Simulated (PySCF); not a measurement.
Method: PBE0/[Cs def2-TZVPD with ECP46, I def2-TZVPD with ECP28], scalar-relativistic core potentials, density fitting, no spin–orbit coupling, PySCF.

```xyz
3
charge -1 multiplicity 1, angstrom
Cs    0.0000    0.0000    0.0000
I     0.0000    0.0000    3.5866
I     0.0000    0.0000   -3.5866
```

CsI₂⁻ (singlet), along the line from Cs1 (at 0) through I2 (at 3.587 Å). Core electrons replaced by a potential are absent, the electrostatic potential uses the reduced nuclear charge, and values within about 0.7 Å of such atoms have no physical meaning.

**Question.** Tabulate the fields along this line at -1.08, -0.90, -0.72, 0.72, 0.90, 1.08, 1.26, 1.43, 1.61, 1.79, 1.97, 2.15, 2.33, 2.51, 2.69, 2.87, 4.30, 4.48, 4.66, 4.84, 5.02, 5.20, 5.38, 5.56, 5.74 Å.

**Answer.** 
```
distance (Å)  electron density (e/Å³)  electron localisation function  electrostatic potential (V)
       -1.08                    0.602                           0.852                         13.4
       -0.90                     1.01                           0.891                         27.8
       -0.72                     1.25                           0.857                         56.3
        0.72                     1.25                           0.857                         56.3
        0.90                     1.01                           0.891                         27.8
        1.08                    0.602                           0.852                         13.4
        1.26                    0.321                           0.673                         6.04
        1.43                    0.172                            0.28                         2.07
        1.61                    0.112                          0.0915                       -0.169
        1.79                    0.106                            0.11                        -1.39
        1.97                    0.141                           0.356                        -1.72
        2.15                     0.22                           0.684                       -0.891
        2.33                    0.359                           0.773                         1.88
        2.51                    0.583                           0.675                         8.18
        2.69                    0.969                            0.38                         21.2
        2.87                     2.13                           0.251                         48.1
        4.30                     2.14                           0.258                         47.9
        4.48                    0.963                           0.395                           21
        4.66                     0.56                           0.686                         7.79
        4.84                    0.329                           0.797                         1.22
        5.02                    0.188                           0.796                        -2.01
        5.20                    0.106                           0.749                        -3.55
        5.38                   0.0604                           0.676                        -4.21
        5.56                   0.0345                           0.581                        -4.42
        5.74                   0.0199                           0.463                         -4.4
```

On a grid of 0.18 Å the density has a local minimum along the bond near 1.79 Å from Cs, at 0.11 e/Å³, where the ELF is 0.11.

The lowest empty level of this anion is unbound, so it and the gap depend on the basis.
